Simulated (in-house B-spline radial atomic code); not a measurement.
Computed with a B-spline radial atomic code. Model: two electrons, singlet ground state, non-relativistic, full CI in B-splines with partial waves to l = 8 (at full coupling up to 3e-4 hartree above the limit, correlation up to 0.6 % small), density held at that of full coupling by Lieb maximisation.

W(λ) is the mean repulsion in the state of coupling λ less the Hartree energy of the fixed density. Its start is exact exchange, its initial slope is twice the second-order Görling-Levy correlation energy, and its area from 0 to 1 is E_xc. A straight curve means weak, dynamic correlation, and a curve that drops fast and flattens means strong correlation.

Command:
```bash
python run_ac.py task.json out
```
Settings (lengths in bohr, energies in hartree):
```
potential              dot
strength               0.558
lmax                   8
second                 1
```

Run time, properties included: 8.3 s on 1 thread of Intel(R) Xeon(R) Processor @ 2.30GHz, with other jobs on the host.

**W = mean repulsion less Hartree energy, and W of three functionals.**

Given: confinement charge in harmonic well; well frequency 0.558 hartree; nuclear charge 1; external potential omega^2 r^2/2 - Z/r.

Computed: PBE exchange minus exact 26.04 millihartree; SCAN exchange minus exact 3.6614 millihartree.

```
coupling  W xc (hartree)  W xc minus exchange (millihartree)  kinetic minus Kohn-Sham (millihartree)  LDA (PW92) W minus its exchange (millihartree)  PBE W minus its exchange (millihartree)  SCAN W minus its exchange (millihartree)
       0        -0.75007                                   0                                       0                                               0                                        0                                         0
    0.02         -0.7519                              -1.833                                    0.02                                          -11.21                                    -2.29                                     -1.86
    0.05        -0.75461                               -4.54                                    0.11                                          -22.66                                    -5.71                                     -4.57
    0.12        -0.76074                             -10.667                                    0.63                                           -42.7                                   -13.51                                    -10.61
    0.25        -0.77146                             -21.388                                    2.61                                          -70.04                                   -27.11                                    -21.03
     0.4               ?                                   ?                                       ?                                               ?                                        ?                                         ?
     0.6        -0.79665                             -46.576                                   13.17                                         -119.75                                   -58.37                                    -45.26
     0.8        -0.80903                             -58.957                                   21.81                                         -140.65                                   -73.42                                    -57.18
       1         -0.8202                              -70.13                                   31.85                                         -158.38                                   -86.89                                    -67.99
     1.4        -0.83956                             -89.483                                   54.95                                         -187.41                                  -110.06                                    -86.89
       2               ?                                   ?                                       ?                                               ?                                        ?                                         ?
       3        -0.89142                             -141.35                                  164.82                                         -260.18                                  -172.64                                   -139.18
     4.5        -0.92016                             -170.08                                  271.02                                         -300.14                                  -208.82                                   -169.29
       7        -0.94935                             -199.27                                  435.52                                          -342.3                                  -247.89                                    -200.3
      10        -0.97024                             -220.17                                  610.59                                          -374.3                                  -277.98                                    -222.1
```

(1) What belongs in the row 0.4?

(2) What belongs in the row 2?

(3) What is the LDA exchange minus exact?

**Energy parts, natural occupations and partial-wave weights.**

Computed: correlation energy -0.03828 hartree; kinetic part of the DFT correlation energy 0.03185 hartree; initial slope twice GL2 -0.092185 hartree; kinetic part over minus potential part 0.45415; Hartree energy 1.5001 hartree; Kohn-Sham kinetic 1.348 hartree; Lieb Oxford ratio E_xc over LDA exchange 1.2316.

```json
{"natural": "s", "occupation of the shell (electrons)": "1.976"}
{"natural": "p", "occupation of the shell (electrons)": "0.018476"}
{"natural": "s", "occupation of the shell (electrons)": "?"}
{"natural": "d", "occupation of the shell (electrons)": "0.00063963"}
{"natural": "p", "occupation of the shell (electrons)": "0.00027344"}
{"natural": "f", "occupation of the shell (electrons)": "7.6485e-05"}
```

(4) What belongs in the row s?

| wave | weight |
| --- | --- |
| s | 0.99022 |
| p | 0.009384 |
| d | 0.00034288 |
| f | ? |
| g | 9.8175e-06 |

(5) What belongs in the row f?

(6) What is the exchange energy?

(7) What is the total energy?

Results:

(1) W xc (hartree): -0.78286; W xc minus exchange (millihartree): -32.791; kinetic minus Kohn-Sham (millihartree): 6.3; LDA (PW92) W minus its exchange (millihartree): -94.18; PBE W minus its exchange (millihartree): -41.38; SCAN W minus its exchange (millihartree): -32.02.

(2) W xc (hartree): -0.86285; W xc minus exchange (millihartree): -112.78; kinetic minus Kohn-Sham (millihartree): 94.26; LDA (PW92) W minus its exchange (millihartree): -220.61; PBE W minus its exchange (millihartree): -137.95; SCAN W minus its exchange (millihartree): -110.05.

(3) 109.97 millihartree.

(4) occupation of the shell (electrons): 0.0043746.

(5) weight: 4.3425e-05.

(6) -0.75007 hartree.

(7) 0.3398 hartree.

Half-way to full coupling W has made 57 % of its drop, against 50 % for a straight line, and second-order (GL2) theory, half the initial slope, overshoots the correlation energy by about 20 %: a moderate bend, as in light atoms. Over couplings 0 to 1 the errors in E_xc come to about +48 millihartree for LDA, +16 millihartree for PBE, +4.7 millihartree for SCAN, so SCAN is nearest. In LDA and PBE the errors of exchange and correlation have opposite signs, so the sum is smaller than the larger of the two.
